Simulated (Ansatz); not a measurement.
`N[Si](F)(Cl)Cl` + `S[SiH2]Cl` → `F[Si](Cl)(Cl)S[SiH2]Cl` + NH₃  (ligand exchange at the Si–N bond)

Isolated molecules relaxed with PBE0-D4/def2-TZVP in Ansatz; ΔE leaves out vibrations. CCSD(T)/CBS adds triple-zeta CCSD(T) − MP2 to the extrapolated MP2 energy (def2 sets, frozen cores). This one scheme is used for every species. Functionals use def2-TZVPP. B3LYP here is the variant with VWN-RPA as its local correlation; programs differ in this. Each species was taken in one conformer, which may not be the lowest.

| level | ΔE (kcal/mol) | difference from CCSD(T)/CBS |
| --- | --- | --- |
| r2SCAN-D4 | 1.8 | -0.1 |
| PBE0-D4 | 0.7 | -1.2 |
| B3LYP-D4 | 1.8 | -0.1 |
| ωB97X-V | 2.9 | 1.0 |
| ωB97M-V | 2.6 | 0.7 |
| B2PLYP | 4.2 | 2.3 |
| PBE | 1.8 | -0.1 |
| HF/def2-TZVPP | 8.8 | 6.9 |
| SCS-MP2/def2-TZVPP | 3.0 | 1.1 |
| CCSD/def2-TZVPP | 4.3 | 2.4 |
| CCSD(T)/def2-TZVPP | 3.0 | 1.1 |
| HF/def2-QZVPP | 9.0 | 7.1 |
| MP2/def2-QZVPP | 0.9 | -1.0 |
| HF/CBS(def2) | 9.0 | 7.1 |
| MP2/CBS(def2) | 0.4 | -1.5 |
| CCSD/CBS(def2) | 3.3 | 1.4 |
| CCSD(T)/CBS | 1.9 | 0 |

Largest T1 diagnostic among the species: 0.011.

In def2-TZVPP, CCSD(T) changes the Hartree–Fock value by −5.8 kcal/mol (the triples alone add −1.3 kcal/mol) and MP2 by −7.3 kcal/mol. From PBE to PBE0 (25 % exact exchange), in def2-TZVPP and without D4, ΔE moves by +1.0 kcal/mol.
